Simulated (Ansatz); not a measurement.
A first, cheap relaxation of C$_{3}$H$_{7}$FGe (`C=[CH][GeH2][CH2]F`).

```yaml
crystal:
  periodic: [false, false, false]
  atoms:
    - {symbol: C, position_ang: [-0.541400, 0.836800, 1.731000]}
    - {symbol: C, position_ang: [-0.924900, 0.974000, 0.431400]}
    - {symbol: Ge, position_ang: [0.259700, 0.394600, -0.954700]}
    - {symbol: C, position_ang: [0.743800, -1.490000, -0.715300]}
    - {symbol: F, position_ang: [-0.505200, -2.225900, -0.817900]}
    - {symbol: H, position_ang: [-1.283300, 1.230000, 2.483500]}
    - {symbol: H, position_ang: [0.397300, 0.475300, 2.020900]}
    - {symbol: H, position_ang: [-1.846200, 1.404400, 0.141800]}
    - {symbol: H, position_ang: [-0.347100, 0.642800, -2.289200]}
    - {symbol: H, position_ang: [1.615300, 1.198800, -0.814000]}
    - {symbol: H, position_ang: [1.358600, -1.836100, -1.483800]}
    - {symbol: H, position_ang: [1.150300, -1.659600, 0.300200]}
basis:
  gaussian: {orbitals: def2-SVP}
hamiltonian: {xc: pbe, dispersion: d4}
relax: {f_tol: 0.03, max_steps: 200}
```

```sh
$ ansatz run in.yaml --threads 4 --pin off --events-out ev --progress --plain --max-ram 10444MiB
```

Output, abridged:

```
Functional definition: PBE
mean field -62431.23757304 eV, -2294.3056633966 hartree, gradient 6.0e-5 eV, S^2 0.000000; 0 other end points of the search recorded, 0 dependent functions left out
relax step   1: F+E_penalty+E_count = -62431.47438408 eV  Δ(F+E_penalty+E_count) = +0.000e0 eV  max|allowed force component| = 3.465e0 eV/Å  Δτ_max = 0.0000 Å  (29 SCF iters, accepted)
mean field -62431.54957366 eV, -2294.3171292078 hartree, gradient 2.1e-5 eV, S^2 0.000000; 0 other end points of the search recorded, 0 dependent functions left out
relax step   2: F+E_penalty+E_count = -62431.78268726 eV  Δ(F+E_penalty+E_count) = -3.083e-1 eV  max|allowed force component| = 1.405e0 eV/Å  Δτ_max = 0.1117 Å  (30 SCF iters, accepted)
mean field -62431.54886425 eV, -2294.3171031376 hartree, gradient 2.6e-5 eV, S^2 0.000000; 0 other end points of the search recorded, 0 dependent functions left out
relax step   3: F+E_penalty+E_count = -62431.78054930 eV  Δ(F+E_penalty+E_count) = +2.138e-3 eV  max|allowed force component| = 1.401e0 eV/Å  Δτ_max = 0.1720 Å  (29 SCF iters, rejected (line search))
mean field -62431.62668001 eV, -2294.3199628140 hartree, gradient 1.5e-5 eV, S^2 0.000000; 0 other end points of the search recorded, 0 dependent functions left out
relax step   4: F+E_penalty+E_count = -62431.85886650 eV  Δ(F+E_penalty+E_count) = -7.618e-2 eV  max|allowed force component| = 4.032e-1 eV/Å  Δτ_max = 0.0857 Å  (29 SCF iters, accepted)
mean field -62431.63559189 eV, -2294.3202903195 hartree, gradient 9.3e-6 eV, S^2 0.000000; 0 other end points of the search recorded, 0 dependent functions left out
relax step   5: F+E_penalty+E_count = -62431.86909980 eV  Δ(F+E_penalty+E_count) = -1.023e-2 eV  max|allowed force component| = 2.192e-1 eV/Å  Δτ_max = 0.1000 Å  (30 SCF iters, accepted)
mean field -62431.64184346 eV, -2294.3205200603 hartree, gradient 8.2e-6 eV, S^2 0.000000; 0 other end points of the search recorded, 0 dependent functions left out
relax step   6: F+E_penalty+E_count = -62431.87428757 eV  Δ(F+E_penalty+E_count) = -5.188e-3 eV  max|allowed force component| = 1.901e-2 eV/Å  Δτ_max = 0.0632 Å  (29 SCF iters, accepted)
mean field -62431.64184346 eV, -2294.3205200603 hartree, gradient 1.1e-5 eV, S^2 0.000000; 1 other end points of the search recorded, 0 dependent functions left out
Total energy: -62431.87432277 eV, -2294.3290635176 hartree
Atom 0 at    -0.594032     0.891056     1.761290 Å, force     0.000527     0.002331     0.015618 eV/Å
Atom 1 at    -0.895023     1.007451     0.454984 Å, force     0.013705    -0.004979     0.010654 eV/Å
Atom 2 at     0.308012     0.422179    -0.970921 Å, force    -0.019007    -0.008239    -0.013543 eV/Å
Atom 3 at     0.696868    -1.514202    -0.724390 Å, force     0.008062    -0.008778    -0.009654 eV/Å
Atom 4 at    -0.480193    -2.241087    -0.855473 Å, force    -0.014668     0.006714    -0.004032 eV/Å
Atom 5 at    -1.296830     1.201348     2.554349 Å, force     0.001011     0.007267     0.000219 eV/Å
Atom 6 at     0.369275     0.477462     2.110668 Å, force    -0.006660     0.003149     0.001360 eV/Å
Atom 7 at    -1.875674     1.427758     0.169090 Å, force    -0.003141    -0.002337    -0.012641 eV/Å
Atom 8 at    -0.370891     0.624785    -2.350338 Å, force    -0.000299     0.000032     0.002181 eV/Å
Atom 9 at     1.651994     1.205579    -0.928934 Å, force     0.003352    -0.003564     0.004545 eV/Å
Atom 10 at     1.437767    -1.870323    -1.474885 Å, force     0.009211     0.009226    -0.007072 eV/Å
Atom 11 at     1.125627    -1.686907     0.288458 Å, force     0.007906    -0.000823     0.012365 eV/Å
Dipole moment:     0.194754     0.126323     0.131484 e Å
```

Hardware: 4 threads of an Arm Neoverse V1 on a shared host. Wall time 9.5 s, peak host memory 0.18 GiB.
